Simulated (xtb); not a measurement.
C5H8Si, SMILES C1[C@H]([SiH3])[C@@H]1C#C. All values are semi-empirical tight-binding results from xtb (GFN2-xTB unless named), good for trends rather than for accurate numbers. Geometry: GFN2-xTB. The structure was generated by enumeration; whether it is a known compound was not checked.

Optimised geometry:

Bonded distances (Å): C1–C2 1.198, C1–H7 1.049, C2–C3 1.427, C3–C4 1.502, C3–C5 1.513, C3–H8 1.086, C4–C5 1.500, C4–H9 1.081, C4–H10 1.080, C5–Si6 1.885, C5–H11 1.085, Si6–H12 1.462, Si6–H13 1.464, Si6–H14 1.466. Bond angles (°): C2–C1–H7 179.4, C1–C2–C3 179.0, C2–C3–C4 119.4, C2–C3–C5 120.2, C2–C3–H8 113.1, C4–C3–C5 59.7, C4–C3–H8 117.3, C5–C3–H8 117.2, C3–C4–C5 60.5, C3–C4–H9 118.1, C3–C4–H10 117.4, C5–C4–H9 119.1, C5–C4–H10 118.1, H9–C4–H10 113.7, C3–C5–C4 59.8, C3–C5–Si6 121.0, C3–C5–H11 114.0, C4–C5–Si6 120.6, C4–C5–H11 115.0, Si6–C5–H11 115.2, C5–Si6–H12 110.0, C5–Si6–H13 109.0, C5–Si6–H14 107.5, H12–Si6–H13 110.5, H12–Si6–H14 109.8, H13–Si6–H14 110.1.

Computed properties:
```
Property                                       Result
--------------------------------------  -------------
orbital gap                                   5.60 eV
dipole moment                                  0.59 D
zero-point energy                       64.6 kcal/mol
G − E(el) at 298.15 K (modified RRHO)   44.6 kcal/mol
static polarisability (D4 model)           81.0 bohr³
solvation energy, GFN2-xTB/ALPB(water)  -0.4 kcal/mol
solvation energy, GFN2-xTB/ALPB(dmf)    -5.5 kcal/mol
```

Computed atomic charges and the Wiberg bond orders between heavy atoms:
charges (e) C1 -0.12, C2 -0.03, C3 0.00, C4 -0.06, C5 -0.12, Si6 0.45, H7 0.07, H8 0.04, H9 0.03, H10 0.03, H11 0.01, H12 -0.09, H13 -0.10, H14 -0.10. Bond orders C1–C2 2.86, C2–C3 1.08, C3–C4 0.94, C3–C5 0.93, C4–C5 0.98, C5–Si6 0.89.
